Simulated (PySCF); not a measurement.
## Electronic structure of Ti (titanium, neutral) at the UHF level

Configuration: [Ar] 3d2 4s2, high-spin 3F determinant. All numbers are calculated (PySCF 2.14, no relativity, point nucleus, in aug-cc-pVTZ (8s7p5d3f2g, 93 functions)).

```
Total energy                                     : -848.412957 hartree
One-electron energy                              : -1162.8437 hartree
Hartree (Coulomb) energy                         : 355.5100 hartree
Exchange energy                                  : -41.0792 hartree
Kinetic energy                                   : 848.45159 hartree
⟨S²⟩                                             : 2.0082
⟨L²⟩                                             : 12.038
Sum of ⟨r⟩                                       : 21.60 bohr
Sum of ⟨r²⟩                                      : 50.24 bohr²
Density at the nucleus (Gaussians lack the cusp) : 7080 bohr⁻³
Spin density at the nucleus                      : 0.225 bohr⁻³
Langevin diamagnetic susceptibility              : -39.8 ×10⁻⁶ cm³/mol
```

```json
{"shell": "1s α", "electrons": "1", "mean orbital energy (eV)": "-4987.1", "rms radius, mean of both spins (bohr)": "0.0812"}
{"shell": "1s β", "electrons": "1", "mean orbital energy (eV)": "-4987.0", "rms radius, mean of both spins (bohr)": "0.0812"}
{"shell": "2s α", "electrons": "1", "mean orbital energy (eV)": "-583.37", "rms radius, mean of both spins (bohr)": "0.353"}
{"shell": "2s β", "electrons": "1", "mean orbital energy (eV)": "-582.46", "rms radius, mean of both spins (bohr)": "0.353"}
{"shell": "2p α", "electrons": "3", "mean orbital energy (eV)": "-484.55", "rms radius, mean of both spins (bohr)": "0.321"}
{"shell": "2p β", "electrons": "3", "mean orbital energy (eV)": "-483.64", "rms radius, mean of both spins (bohr)": "0.321"}
{"shell": "3s α", "electrons": "1", "mean orbital energy (eV)": "-79.911", "rms radius, mean of both spins (bohr)": "1.09"}
{"shell": "3s β", "electrons": "1", "mean orbital energy (eV)": "-76.431", "rms radius, mean of both spins (bohr)": "1.09"}
{"shell": "3p α", "electrons": "3", "mean orbital energy (eV)": "-51.009", "rms radius, mean of both spins (bohr)": "1.19"}
{"shell": "3p β", "electrons": "3", "mean orbital energy (eV)": "-46.704", "rms radius, mean of both spins (bohr)": "1.19"}
{"shell": "3d α", "electrons": "2", "mean orbital energy (eV)": "-12.197", "rms radius, mean of both spins (bohr)": "1.65"}
{"shell": "4s α", "electrons": "1", "mean orbital energy (eV)": "-6.317", "rms radius, mean of both spins (bohr)": "4.07"}
{"shell": "4s β", "electrons": "1", "mean orbital energy (eV)": "-5.716", "rms radius, mean of both spins (bohr)": "4.07"}
```

Spin-orbit constants ζ (cm⁻¹) from the X2C one-electron operator on these orbitals (non-relativistic here): bare nucleus, nucleus screened by l(l+1)(2l+1)/3 electrons, and screened by the Breit-Pauli mean field of the electrons.

```csv
shell,bare,screened nucleus,mean field
2p,32360,29420,28050
3p,3477,3161,2989
3d,258.9,141.2,120.9
```

To first order the Landé constant is A = 60.45 cm⁻¹, so the lowest level has J = 2 and lies 0.0300 eV below the centre of the term. This holds in LS coupling only.
